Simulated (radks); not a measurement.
Results of a calculation; reference values are marked as such.
Task: V10+, configuration [Ne] 3s2 3p1. Code: a radial shooting solver on a logarithmic mesh with Libxc functionals. Model: non-relativistic Kohn-Sham, TPSS, spin-polarised, spherical densities, point nucleus; open shells are filled with parallel spins first; meta-GGA in the generalised Kohn-Sham scheme. Some entries of the table are withheld. Estimate them.

orbital  occ.  eigenvalue (eV)  <1/r> (bohr^-1)  <r^2> (bohr^2)
1s up       1        -5591.048            22.54        0.006018
1s down     1        -5590.418            22.54        0.006017
2s up       1        -838.7076            4.780          0.1119
2s down     1        -838.2139            4.780          0.1117
2p up       3        -745.8227            4.715         0.09087
2p down     3        -745.0717            4.715         0.09077
3s up       1        -269.7470            1.717             (1)
3s down     1        -265.8567            1.712             (2)
3p up       1              (3)            1.649          0.7957
3p down     0              (4)            1.645          0.8020

Result: 
(1) 3s up <r^2> (bohr^2): 0.7797
(2) 3s down <r^2> (bohr^2): 0.7849
(3) 3p up eigenvalue (eV): -242.1100
(4) 3p down eigenvalue (eV): -238.3949
